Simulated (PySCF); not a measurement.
# A series of trigonal bipyramidal complexes of Different ions with F ligands

All values are computed with PySCF: state-averaged CASSCF of the d shell with SC-NEVPT2, spin-free X2C, triple-zeta basis on the metal and double-zeta on the ligands, mean-field spin-orbit coupling; DFT geometries.

| complex | point group | M–L / Å | L–M–L / ° (cis) | solvent |
| --- | --- | --- | --- | --- |
| [TiF5]2- | Cs | 1.88–1.98 | 90–133 | water |
| [FeF5]3- | C2v | 1.98–2.13 | 89–128 | water |
| [MnF5]3- | D3h | 2.08–2.12 | 90–120 | water |
| [VF5]3- | Cs | 2.00–2.07 | 88–138 | water |
| [FeF5]2- | D3h | 1.88–1.92 | 90–120 | water |
| [CoF5]3- | C3v | 2.01–2.12 | 88–120 | water |
| [MnF5]2- | C2v | 1.82–1.92 | 90–122 | water |
| [VF5]2- | D3h | 1.85–1.97 | 90–120 | water |

**Question.** Rank by the spin-orbit constant ζ, lowest first.
A. [MnF5]2-
B. [TiF5]2-
C. [VF5]3-
D. [VF5]2-
E. [CoF5]3-
F. [FeF5]2-
G. [MnF5]3-
H. [FeF5]3-

**Answer.** B (132 cm⁻¹), C (164 cm⁻¹), D (186 cm⁻¹), G (309 cm⁻¹), A (336 cm⁻¹), H (404 cm⁻¹), F (434 cm⁻¹), E (516 cm⁻¹).

**Question.** What are the ground states and moments?

**Answer.** 
| complex | shell | ground state (NEVPT2) | total orbital splitting (CASSCF fit) / cm⁻¹ | μeff(300 K) / μB |
| --- | --- | --- | --- | --- |
| [TiF5]2- | d1 | 2A'' | 17521 | 1.77 |
| [FeF5]3- | d6 | 5A2 | 7539 | 5.33 |
| [MnF5]3- | d5 | 6A1' | 7308 | 5.92 |
| [VF5]3- | d3 | 4A' | 14361 | 3.84 |
| [FeF5]2- | d5 | 6A1' | 12244 | 5.92 |
| [CoF5]3- | d7 | 4A2 | 6289 | 4.78 |
| [MnF5]2- | d4 | 5A1 | 15474 | 4.88 |
| [VF5]2- | d2 | 3A2' | 15166 | 2.80 |
